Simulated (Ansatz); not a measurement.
Calculated with Ansatz (gas phase, PBE0-D4/def2-TZVP geometries, no zero-point term in ΔE). CBS: MP2 limit from def2 TZ/QZ plus the TZ coupled-cluster correction, frozen cores. Functionals use def2-TZVPP. B3LYP here is the variant with VWN-RPA as its local correlation; programs differ in this. Each species was taken in one conformer, which may not be the lowest.

`C=C[SiH2][SiH2]F` → `F[C@H]1C[Si@H]1[SiH3]`  (isomerisation)

| level | ΔE (kJ/mol) | difference from CCSD(T)/CBS |
| --- | --- | --- |
| PBE-D4 | 207.4 | -39.8 |
| B3LYP-D4 | 243.1 | -4.1 |
| ωB97X-V | 226.1 | -21.1 |
| r2SCAN | 222.9 | -24.3 |
| PBE0 | 214.4 | -32.8 |
| B3LYP | 243.8 | -3.4 |
| HF/def2-TZVPP | 281.8 | 34.6 |
| MP2/def2-TZVPP | 244.5 | -2.7 |
| SCS-MP2/def2-TZVPP | 252.6 | 5.4 |
| CCSD/def2-TZVPP | 248.1 | 0.9 |
| CCSD(T)/def2-TZVPP | 243.3 | -3.9 |
| HF/def2-QZVPP | 284.3 | 37.1 |
| MP2/def2-QZVPP | 247.6 | 0.4 |
| SCS-MP2/def2-QZVPP | 256.0 | 8.8 |
| MP2/CBS(def2) | 248.4 | 1.2 |
| CCSD/CBS(def2) | 252.1 | 4.9 |
| CCSD(T)/CBS | 247.2 | 0 |

Largest T1 diagnostic among the species: 0.013.

In def2-TZVPP, CCSD(T) changes the Hartree–Fock value by −38.5 kJ/mol (the triples alone add −4.8 kJ/mol) and MP2 by −37.4 kJ/mol. From PBE to PBE0 (25 % exact exchange), in def2-TZVPP and without D4, ΔE moves by +6.7 kJ/mol.
